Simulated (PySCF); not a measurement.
Isomers of C7H7FO. Computed with TDDFT PBE0/def2-SVPD, vertical, gas phase, core orbitals frozen in the response in PySCF 2.14.0, density-fitted response routines. Geometries: GFN2-xTB; one conformer of each isolated species. Triplets are in the Tamm–Dancoff approximation.

A. `Oc1ccc(CF)cc1`
B. `OCc1ccccc1F`
C. `C[C@@]12C=C[C@@H](O1)C(F)=C2`

Lowest singlet levels (six at most, fewer where fewer were computed) with oscillator strengths:

1. 4.59 eV (f 0.000); 5.47 eV (f 0.000); 5.90 eV (f 0.020); 6.29 eV (f 0.005); 6.60 eV (f 0.008); 6.76 eV (f 0.080); T1 3.10 eV
2. 5.42 eV (f 0.012); 6.09 eV (f 0.029); 6.62 eV (f 0.073); 6.71 eV (f 0.135); 6.86 eV (f 0.062); 7.01 eV (f 0.186); T1 4.12 eV
3. 5.08 eV (f 0.033); 5.86 eV (f 0.001); 5.87 eV (f 0.099); 6.46 eV (f 0.000); 6.92 eV (f 0.041); 6.92 eV (f 0.527); T1 3.96 eV

Task: Which spectrum belongs to which structure?

Result: 1 = C, 2 = B, 3 = A.
- A: S1 at 5.08 eV, HOMO→LUMO (83%), HOMO-1→LUMO+1 (15%); Löwdin shares by element: HOMO carbon 47% or more, oxygen 18% (atoms not listed hold the other 36%); LUMO carbon 72% or more (atoms not listed hold the other 28%); HOMO -6.57 and LUMO -0.46 eV; point group Cs, 1 of its 6 listed states under f = 0.0005.
- B: S1 at 5.42 eV, HOMO→LUMO (60%), HOMO-1→LUMO+1 (29%); Löwdin shares by element: HOMO carbon 69% or more (atoms not listed hold the other 31%); LUMO carbon 72% or more (atoms not listed hold the other 29%); HOMO -7.26 and LUMO -0.57 eV.
- C: S1 at 4.59 eV, HOMO→LUMO (99%); Löwdin shares by element: HOMO carbon 74% or more (atoms not listed hold the other 26%); LUMO carbon 67% or more (atoms not listed hold the other 33%); HOMO -6.55 and LUMO -0.87 eV.
